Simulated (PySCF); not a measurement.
PySCF 2.14 output of an unrestricted TPSS calculation on a single atom or ion in ANO-RCC-VTZP (8s7p5d3f2g1h, 104 functions), with the spin-free X2C one-electron Hamiltonian (Gaussian nucleus):

```
SCF conv_tol = 1e-09
number electrons alpha = 35  beta = 30
    J. Tao, J. P. Perdew, V. N. Staroverov, and G. E. Scuseria.,  Phys. Rev. Lett. 91, 146401 (2003)
    J. P. Perdew, J. Tao, V. N. Staroverov, and G. E. Scuseria.,  J. Chem. Phys. 120, 6898 (2004)
    J. Tao, J. P. Perdew, V. N. Staroverov, and G. E. Scuseria.,  Phys. Rev. Lett. 91, 146401 (2003)
    J. P. Perdew, J. Tao, V. N. Staroverov, and G. E. Scuseria.,  J. Chem. Phys. 120, 6898 (2004)
cycle= 1 E= -12155.7028487019  delta_E= 0.0295  |g|= 0.809  |ddm|= 0.415
cycle= 2 E= -12155.367461177  delta_E= 0.335  |g|= 1.97  |ddm|= 0.603
cycle= 3 E= -12155.7755385531  delta_E= -0.408  |g|= 0.0765  |ddm|= 0.384
cycle= 4 E= -12155.7764495859  delta_E= -0.000911  |g|= 0.0181  |ddm|= 0.0311
cycle= 5 E= -12155.7765019148  delta_E= -5.23e-05  |g|= 0.000332  |ddm|= 0.00612
cycle= 6 E= -12155.7765019403  delta_E= -2.55e-08  |g|= 4.82e-05  |ddm|= 0.000269
cycle= 7 E= -12155.7765019408  delta_E= -4.66e-10  |g|= 7.88e-06  |ddm|= 5.18e-05
converged SCF energy = -12155.7765019408  <S^2> = 8.7527199  2S+1 = 6.0009066
```

The run itself started from symmetry-adapted Hartree-Fock orbitals and held the occupation by maximum overlap, on a logarithmic radial grid, so the iterations belong to that start.

**Question.** Which element, charge and spin multiplicity is this?

**Answer.** Dy⁺ (dysprosium, charge +1), multiplicity 6; the state was [Xe] 4f10 5d1, one real determinant (an excited configuration).

⟨L²⟩ = 40.02 against 72 for a pure L term, so this real determinant mixes terms. Spin-orbit coupling, absent here, splits the open shell strongly.
